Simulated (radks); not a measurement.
The nuclear charge of the osmium ion Os+ is varied continuously with 75 electrons held in [Xe] 4f14 5d6 6s1. All-electron calculation, scalar-relativistic Kohn-Sham, r2SCAN, spin-unpolarised, spherical densities, finite nucleus; meta-GGA in the generalised Kohn-Sham scheme; Fermi nuclear charge, rms radius 5.4126 fm. Program: a radial shooting solver on a logarithmic mesh with Libxc functionals. By the Hellmann-Feynman theorem dE/dZ = E(electron-nucleus)/Z, the electronic potential at the nucleus (averaged over a nucleus of fixed radius). The scalar-relativistic energy here is not variational (the density holds large components alone), so the two differ by a part that grows with Z.

| Z | E (hartree) | E(electron-nucleus)/Z (hartree) | HOMO | e(HOMO) (eV) | <r> HOMO (bohr) |
|---|---|---|---|---|---|
| 75 | -16691.1659 | -550.914 | 5d | -3.999 | 2.013 |
| 75.25 | -16830.3564 | -553.744 | 5d | -6.274 | 1.931 |
| 75.5 | -16970.2684 | -556.574 | 5d | -8.752 | 1.860 |
| 75.75 | -17110.9024 | -559.406 | 6s | -10.908 | 2.860 |
| 76 | -17252.2589 | -562.239 | 6s | -13.039 | 2.775 |
| 76.25 | -17394.3385 | -565.075 | 6s | -15.278 | 2.697 |
| 76.5 | -17537.1422 | -567.913 | 6s | -17.619 | 2.625 |
| 76.75 | -17680.6708 | -570.755 | 6s | -20.059 | 2.559 |
| 77 | -17824.9253 | -573.601 | 6s | -22.592 | 2.497 |

The central difference of E at Z = 76 is -566.872 hartree, to compare with the third column; the second derivative is -11.6 hartree.
